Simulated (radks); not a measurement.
Task: The mean radii <r> (bohr) of the occupied orbitals of an atom or ion are listed with their occupations. Calculated with a radial shooting solver on a logarithmic mesh with Libxc functionals: scalar-relativistic Kohn-Sham, r2SCAN, spin-polarised, spherical densities, finite nucleus; meta-GGA in the generalised Kohn-Sham scheme; Fermi nuclear charge, rms radius of each element as measured or else 0.836 A^(1/3) + 0.57 fm.

orbital  occ.      <r>
1s up       1  0.02906
1s down     1  0.02906
2s up       1   0.1248
2s down     1   0.1246
2p up       3   0.1090
2p down     3   0.1087
3s up       1   0.3180
3s down     1   0.3195
3p up       3   0.3117
3p down     3   0.3134
3d up       4   0.2805

Name the element and its charge. Open shells, if any, are filled with parallel spins first.

Result: Z = 50, tin, charge +28: Sn28+ in [Ar] 3d4. The 1s radius gives Z: for a bare nucleus <r> = (2 gamma + 1)/(2Z) with gamma = sqrt(1 - (Z/c)^2), 0.02862 bohr for Z = 50, and screening makes it slightly larger (0.02906 here). The occupations add up to 22, and the charge is Z minus that.
